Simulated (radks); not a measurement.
Se, 34 electrons, occupied as [Ar] 3d10 4s2 4p4. All-electron calculation, non-relativistic Kohn-Sham, PBE, spin-polarised, spherical densities, point nucleus; open shells are filled with parallel spins first; hard spherical wall at 10 bohr. Program: a radial shooting solver on a logarithmic mesh with Libxc functionals. Some entries of the table are withheld. Estimate them.

orbital  occ.  eigenvalue (hartree)  r(max) (bohr)
1s up       1             -452.0584        0.02971
1s down     1             -452.0549        0.02971
2s up       1             -57.39244         0.1682
2s down     1             -57.39070         0.1682
2p up       3             -51.53553         0.1333
2p down     3             -51.53228         0.1333
3s up       1              -7.57403         0.5118
3s down     1              -7.56943         0.5119
3p up       3              -5.56044         0.5045
3p down     3              -5.55522         0.5045
3d up       5              -1.99981         0.4521
3d down     5              -1.99274         0.4521
4s up       1              -0.63709          1.545
4s down     1              -0.57993          1.532
4p up       3              -0.26258          1.818
4p down     1              -0.20727          1.818
5s up       0              -0.00191          5.119
5s down     0               0.01278          5.270
5p up       0                   (1)          6.053
5p down     0                   (2)          6.202
4d up       0               0.07571            (3)
4d down     0               0.09353            (4)

Answer. 
(1) 5p up eigenvalue (hartree): 0.06206
(2) 5p down eigenvalue (hartree): 0.07545
(3) 4d up r(max) (bohr): 5.226
(4) 4d down r(max) (bohr): 5.626
